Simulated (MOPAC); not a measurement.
Input for MOPAC: PM7 on LiB, 2S+1 = 3, a spin state set in the input, which need not be the lowest, a point of a bond scan (R = 2.195 Å).

```
PM7 1SCF PRECISE CHARGE=0 UHF MS=1 THREADS=1
BLi

Li     0.00000000 1     0.00000000 1     0.00000000 1
B      0.00000000 1     0.00000000 1     2.19528700 1
```

The log:

```
*******************************************************************************
 **                                                                           **
 **                              MOPAC v23.2.5                                **
 **                                                                           **
 *******************************************************************************
 ** MOPAC's Digital Object Identifier: https://doi.org/10.5281/zenodo.6511958 **
 **                                                                           **
 ** Please cite the open-source release paper for use of this MOPAC version:  **
 ** J. E. Moussa and J. J. P. Stewart (2026)                                  **
 ** MOPAC: An open-source semiempirical molecular orbital program             **
 ** J. Open Source Softw., 11(119), 8025, https://doi.org/10.21105/joss.08025 **
 *******************************************************************************

                              PM7 CALCULATION RESULTS

 *******************************************************************************
 *  PM7        - The PM7 Hamiltonian to be used
 *  UHF        - UNRESTRICTED HARTREE-FOCK CALCULATION
 *
 *
 *
 *                 CHARGE ON SYSTEM = 0
 *
 *
 *
 *  MS=        - IN MECI, MAGNETIC COMPONENT OF SPIN =  1.0
 *  PRECISE    - TIGHTER CRITERIA TO BE USED
 *  1SCF       - DO 1 SCF AND THEN STOP
 *  THREADS=1  - MULTI-THREADING NOT USED
 *  T=         - A TIME OF 172800.0 SECONDS REQUESTED
 *  DUMP=N     - RESTART FILE WRITTEN EVERY 7200.0 SECONDS REQUESTED
 *******************************************************************************
PM7 1SCF PRECISE CHARGE=0 UHF MS=1 THREADS=1
 BLi

   ATOM   CHEMICAL          X               Y               Z
  NUMBER   SYMBOL      (ANGSTROMS)     (ANGSTROMS)     (ANGSTROMS)

     1      Li          0.00000000  *   0.00000000  *   0.00000000  *
     2       B          0.00000000  *   0.00000000  *   2.19528700  *



          CARTESIAN COORDINATES

    NO.       ATOM           X           Y           Z

     1        Li          0.0000      0.0000      0.0000
     2         B          0.0000      0.0000      2.1953

 General Reference for PM7:
 "Optimization of Parameters for Semiempirical Methods VI: More Modifications to the
 NDDO Approximations and Re-optimization of Parameters", J. J. P. Stewart, J. Mol. Mod., 1:32, 19 (2013)
 https://link.springer.com/article/10.1007/s00894-012-1667-x

           Empirical Formula: Li B  =     2 atoms



      MOLECULAR POINT GROUP   :   C*v


          UHF CALCULATION, NO. OF ALPHA ELECTRONS =    3
                           NO. OF BETA  ELECTRONS =    1

 -------------------------------------------------------------------------------
 PM7 1SCF PRECISE CHARGE=0 UHF MS=1 THREADS=1
 BLi



     1SCF WAS SPECIFIED, SO BFGS WAS NOT USED
     SCF FIELD WAS ACHIEVED


                              PM7 CALCULATION
                                                       MOPAC v23.2.5 Linux




          FINAL HEAT OF FORMATION =        108.21412 KCAL/MOL =     452.76788 KJ/MOL


          COSMO AREA              =         83.09 SQUARE ANGSTROMS
          COSMO VOLUME            =         66.26 CUBIC ANGSTROMS

          IONIZATION POTENTIAL    =          7.289956 EV
          ALPHA SOMO LUMO (EV)    =         -7.290  0.480
          BETA  SOMO LUMO (EV)    =         -9.568 -2.078
          NO. OF ALPHA ELECTRONS  =          3
          NO. OF BETA  ELECTRONS  =          1
          MOLECULAR WEIGHT        =         17.7500         POINT GROUP:  C*v

          MOLECULAR DIMENSIONS (Angstroms)

            Atom       Atom       Distance
            B     2   Li     1     2.19529
            B     2   Li     1     0.00000
           Li     1    B     2     0.00000


          SCF CALCULATIONS        =          1





   ATOM   CHEMICAL          X               Y               Z
  NUMBER   SYMBOL      (ANGSTROMS)     (ANGSTROMS)     (ANGSTROMS)

     1      Li          0.00000000  *   0.00000000  *   0.00000000  *
     2       B          0.00000000  *   0.00000000  *   2.19528700  *

                             CARTESIAN COORDINATES

   1   Li        0.000000000     0.000000000     0.000000000
   2    B        0.000000000     0.000000000     2.195287000


           Empirical Formula: Li B  =     2 atoms



      MOLECULAR POINT GROUP   :   C*v


          ALPHA EIGENVALUES
  -8.76085  -7.28996  -7.28996   0.47998   3.60437   3.60437   3.64072   6.48689


           BETA EIGENVALUES
  -9.56818  -2.07804  -2.07804   0.58316   3.69376   3.69376   3.73238   8.14292


              NET ATOMIC CHARGES AND DIPOLE CONTRIBUTIONS

  ATOM NO.   TYPE          CHARGE      No. of ELECS.   s-Pop       p-Pop
    1         Li           0.925040        0.0750     0.07363     0.00133
    2          B          -0.925040        3.9250     0.03732     3.88772
 DIPOLE           X         Y         Z       TOTAL
 POINT-CHG.     0.000     0.000    -9.754     9.754
 HYBRID         0.000     0.000     1.223     1.223
 SUM            0.000     0.000    -8.531     8.531


          ATOMIC ORBITAL ELECTRON POPULATIONS

     Atom    s        px        py        pz
    1 Li   0.07363   0.00004   0.00004   0.00125
    2  B   0.03732   0.99996   0.99996   1.88780


                    (SZ)    =    1.000000
                    (S**2)  =    2.011729


          ATOMIC ORBITAL SPIN POPULATIONS

    Atom   Total    s     px     py     pz
         Atomic
    1 Li  0.0254  0.025  0.000  0.000  0.000
    2  B  1.9746  0.021  1.000  1.000 -0.047

 **********************
 *                    *
 * JOB ENDED NORMALLY *
 *                    *
 **********************




 == MOPAC DONE ==
```

The run finished.

Cost: about 0.010 core-seconds (a rough figure).
